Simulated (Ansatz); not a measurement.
Geometry optimisation, RKS PBE/def2-SVP in Ansatz.

The input (input.yaml):

```yaml
crystal:
  periodic: [false, false, false]
  atoms:
    - { symbol: Hf, position_ang: [-0.058379, -0.086659, 0.013798] }
    - { symbol: O, position_ang: [-0.365113, -0.225231, 2.002016] }
    - { symbol: Si, position_ang: [-1.311708, -0.159325, 3.406879] }
    - { symbol: H, position_ang: [-2.675358, -0.722251, 3.113732] }
    - { symbol: H, position_ang: [-0.625103, -0.981957, 4.458941] }
    - { symbol: H, position_ang: [-1.428865, 1.268646, 3.858802] }
    - { symbol: F, position_ang: [1.48509, 0.951137, -0.411806] }
    - { symbol: F, position_ang: [-1.554264, 0.805727, -0.760662] }
    - { symbol: F, position_ang: [-0.034946, -1.933453, -0.745147] }
    - { symbol: O, position_ang: [1.540874, -2.44966, 1.562369] }
    - { symbol: Al, position_ang: [0.53778, -3.484485, 0.532166] }
    - { symbol: H, position_ang: [1.355603, -4.409391, -0.473001] }
    - { symbol: H, position_ang: [-0.945156, -3.792758, 1.072556] }
    - { symbol: H, position_ang: [1.046847, -1.920941, 2.239356] }
basis:
  gaussian: { orbitals: def2-SVP }
hamiltonian:
  xc: pbe
relax:
  f_tol: 0.03
  max_steps: 50
```

Command:

```bash
$ ansatz run input.yaml --threads 4 --pin off --max-ram 5120MiB --backend cpu --events-out ev --progress --plain --runs-dir out
```

**Question.** Where does it end, and by what steps?

**Answer.** The run converged. After 32 steps the energy has fallen by 1.351 eV; H13 moved furthest, 1.99 Å. Joined: Hf1–O10 (3.25 → 2.15 Å).

```
step  energy less start (eV)  largest force component (eV/Å)  accepted
   0                  0.0000                           1.929       yes
   2                 -0.5186                           1.708       yes
   4                 -1.0185                           1.969       yes
   6                 -1.2029                           0.294       yes
   8                 -1.2548                           0.145       yes
  10                 -1.2658                           0.102       yes
  12                 -1.2783                           0.062       yes
  14                 -1.2850                           0.176       yes
  16                 -1.2979                           0.297       yes
  18                 -1.3093                           0.384       yes
  20                 -1.3308                           0.286       yes
  22                 -1.3390                           0.145       yes
  24                 -1.3447                           0.056       yes
  26                 -1.3471                           0.051       yes
  28                 -1.3490                           0.140       yes
  30                 -1.3501                           0.089       yes
  32                 -1.3506                           0.011       yes
```

```xyz
14
Properties=species:S:1:pos:R:3
Hf -0.326 -0.656 0.414
O -0.787 -0.053 2.212
Si -1.211 0.545 3.724
H -2.705 0.673 3.821
H -0.729 -0.414 4.781
H -0.567 1.885 3.943
F 0.931 0.692 -0.126
F -2.023 -0.500 -0.472
F 0.397 -2.055 -1.086
O 0.344 -2.508 1.273
Al 0.919 -3.570 -0.181
H 2.507 -3.702 -0.199
H -0.108 -4.758 -0.456
H 0.327 -2.719 2.222
```

Whether the end is a true minimum wasn't checked by a vibrational analysis.

The run took 110 s on 4 threads of Arm Neoverse V2, on a shared host, peak memory 0.27 GiB.
